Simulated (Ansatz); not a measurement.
Geometry optimisation, RKS PBE-D4/def2-SVP (Ansatz 0.2.0).

Input file:

```yaml
crystal:
  periodic: [false, false, false]
  atoms:
    - { symbol: B, position_ang: [-0.225355, 0.103086, -0.309633] }
    - { symbol: C, position_ang: [0.910924, 0.87387, 0.496974] }
    - { symbol: O, position_ang: [-0.770631, 0.759903, -1.381973] }
    - { symbol: H, position_ang: [-0.315287, 1.620197, -1.405836] }
    - { symbol: C, position_ang: [-0.729529, -1.349393, 0.034541] }
    - { symbol: H, position_ang: [1.874687, 0.321786, 0.445091] }
    - { symbol: H, position_ang: [0.667297, 0.939766, 1.579443] }
    - { symbol: H, position_ang: [1.098837, 1.907239, 0.133035] }
    - { symbol: H, position_ang: [-1.048893, -1.41993, 1.096056] }
    - { symbol: H, position_ang: [0.103841, -2.076959, -0.075777] }
    - { symbol: H, position_ang: [-1.56589, -1.679666, -0.612022] }
basis:
  gaussian: { orbitals: def2-SVP }
hamiltonian:
  xc: pbe
  dispersion: d4
relax:
  f_tol: 0.03
  max_steps: 50
```

Launched with:

```bash
$ ansatz run input.yaml --threads 2 --pin off --max-ram 3072MiB --backend cpu --events-out ev --progress --plain --runs-dir out
```

Problem. Where does it end, and by what steps?

Solution. The run converged. After 4 steps the energy has fallen by 0.045 eV; H4 moved furthest, 0.19 Å.

```csv
step,energy less start (eV),largest force component (eV/Å),accepted
0,0.0000,0.332,yes
1,-0.0301,0.254,yes
2,-0.0418,0.257,yes
3,-0.0437,0.192,yes
4,-0.0454,0.021,yes
```

```xyz
11
Properties=species:S:1:pos:R:3
B -0.211 0.136 -0.316
C 0.929 0.857 0.522
O -0.812 0.748 -1.386
H -0.451 1.640 -1.541
C -0.706 -1.324 0.034
H 1.863 0.254 0.492
H 0.647 0.910 1.595
H 1.180 1.885 0.185
H -1.032 -1.391 1.094
H 0.131 -2.049 -0.065
H -1.538 -1.666 -0.613
```

Time of the run: 3.5 s on 2 threads of AMD EPYC 9R45 96-Core Processor (Zen 5), with other jobs on the host, peak memory 0.14 GiB.
